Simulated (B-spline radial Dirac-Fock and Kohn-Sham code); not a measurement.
Compton profile of Mn²²⁺

System: Mn²²⁺, 1s2 2s1.

Model: the impulse approximation on Dirac-Fock orbitals of the configuration average with a finite nucleus. Program: a radial finite-basis atomic code. pz is in atomic units of momentum; subshell profiles are per electron, for a selection of subshells; open shells are spread over both j values by their weights.

```
 pz    J total   J 1s1/2   J 2s1/2
1.5     0.1690    0.0337     0.102
2.2     0.1554    0.0333    0.0888
3.2     0.1323    0.0324    0.0674
4.6     0.1008    0.0308    0.0393
6.8    0.06750    0.0274    0.0127
 10    0.04684    0.0217   0.00353
 15    0.02978    0.0134   0.00302
 22    0.01351   0.00603   0.00144
 32   0.004099   0.00187  0.000366
 46  0.0009162  0.000424  6.78e-05
 68  0.0001407  6.58e-05  9.07e-06
100  1.943e-05  9.14e-06  1.16e-06
```

Question: What is the peak value J(0), and which subshell contributes most to it?

Answer: J(0) = 0.1824. The 2s1/2 subshell gives the largest part, 63 %.

Mean momentum ⟨p⟩ by subshell (a.u.): 1s1/2 21.4, 2s1/2 8.06.

Values without a named source are computed, but for edge energies of neutral atoms, which are taken from tables.
